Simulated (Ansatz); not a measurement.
Cu3. The state is a doublet with charge 0. Geometry r2SCAN-D4/def2-TZVPD, that of the charge -1 singlet; atoms count from 1.

```xyz
3

Cu   -0.860   -0.816    1.988
Cu    0.860    0.816   -1.988
Cu    0.000    0.000    0.000
```

The structure comes from a short search, and lower isomers may exist.

**Question.** Estimate the Mulliken populations from the PBE0/def2-TZVPD orbitals of Ansatz.

**Answer.** 
```csv
atom,charge (e),spin (α − β),d electrons
Cu1,0.22,0.43,9.96
Cu2,0.22,0.43,9.96
Cu3,-0.44,0.15,9.93
```
Mulliken values and Mayer orders depend strongly on the basis. With diffuse functions, as here, like atoms can get unlike values, and bond orders can come out too low or too high.

**Question.** Where does the spin sit?

**Answer.** Summed by element: Cu 1.00, of 1 unpaired in all. Largest on single atoms: Cu1 0.43, Cu2 0.43, Cu3 0.15.

**Question.** And the Mayer bond orders between bonded heavy atoms (over 0.3)?

**Answer.** Cu1–Cu3 0.80 (2.31 Å); Cu2–Cu3 0.80 (2.31 Å).
